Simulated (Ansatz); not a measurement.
Isolated molecules relaxed with PBE0-D4/def2-TZVP in Ansatz; ΔE leaves out vibrations. CBS: MP2 limit from def2 TZ/QZ plus the TZ coupled-cluster correction, frozen cores. This one scheme is used for every species. DFT in def2-TZVPP. def2 core potentials past Kr. For Sn outer-core shells are correlated without core-valence functions, which leaves a few kJ/mol of doubt a bond. Each species was taken in one conformer, which may not be the lowest.

Consider the cleavage of the Sn–Si bond: `[F][Sn]([F])([F])[SiH3]` + CH₃SH → `C[S][Sn]([F])([F])[F]` + SiH₄.

Is it downhill or uphill in electronic energy at CCSD(T)/CBS, and by how much? (Estimate.)

Ansatz gave: Downhill: ΔE = -3.2 kcal/mol.

What do these levels give: r2SCAN-D4, PBE0-D4, BHLYP-D4, CAM-B3LYP-D4, ωB97X-V, PBE-QIDH, RPA@PBE/def2-TZVPP, CCSD/def2-SVP, MP2/def2-TZVPP, HF/def2-QZVPP, MP2/CBS(def2), CCSD/CBS(def2)? (Estimate.)

The calculation gave: r2SCAN-D4 -2.8, PBE0-D4 -1.6, BHLYP-D4 -2.9, CAM-B3LYP-D4 -2.0, ωB97X-V -2.4, PBE-QIDH -2.6, RPA@PBE/def2-TZVPP -3.7, CCSD/def2-SVP -3.6, MP2/def2-TZVPP -4.1, HF/def2-QZVPP -3.5, MP2/CBS(def2) -4.0, CCSD/CBS(def2) -2.6 kcal/mol.

Largest T1 diagnostic among the species: 0.015.

From BLYP to BHLYP (50 % exact exchange), in def2-TZVPP and without D4, ΔE moves by −0.8 kcal/mol. At CCSD(T), def2-SVP lies −0.8 kcal/mol from the extrapolated value and def2-TZVPP −0.1 kcal/mol.
